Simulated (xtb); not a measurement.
SbCl5, SMILES [Cl][Sb]([Cl])([Cl])([Cl])[Cl]. All values are semi-empirical tight-binding results from xtb (GFN2-xTB unless named), good for trends rather than for accurate numbers. The structure is a stationary point at GFN2-xTB. The isomer is the one that the SMILES or the coordinates give; other isomers of the formula were not compared.

Optimised geometry:

Bond lengths (Å): Sb1–Cl2 2.352, Sb1–Cl3 2.390, Sb1–Cl4 2.390, Sb1–Cl5 2.352, Sb1–Cl6 2.352. Bond angles (°): Cl2–Sb1–Cl3 90.0, Cl2–Sb1–Cl4 90.0, Cl2–Sb1–Cl5 120.0, Cl2–Sb1–Cl6 120.0, Cl3–Sb1–Cl4 180.0, Cl3–Sb1–Cl5 90.0, Cl3–Sb1–Cl6 90.0, Cl4–Sb1–Cl5 90.0, Cl4–Sb1–Cl6 90.0, Cl5–Sb1–Cl6 120.0.
Charge 0, spin multiplicity 1.

For metal compounds this method's bond lengths and energies can be far off.

point group as xtb finds it: D3h
orbital gap: 3.30 eV
zero-point energy: 3.1 kcal/mol
G − E(el) at 298.15 K (modified RRHO): -20.0 kcal/mol

Computed atomic charges and the Wiberg bond orders between heavy atoms:
charges (e) Sb1 0.34, Cl2 -0.05, Cl3 -0.10, Cl4 -0.10, Cl5 -0.05, Cl6 -0.05. Bond orders Sb1–Cl2 0.96, Sb1–Cl3 0.89, Sb1–Cl4 0.89, Sb1–Cl5 0.96, Sb1–Cl6 0.96.
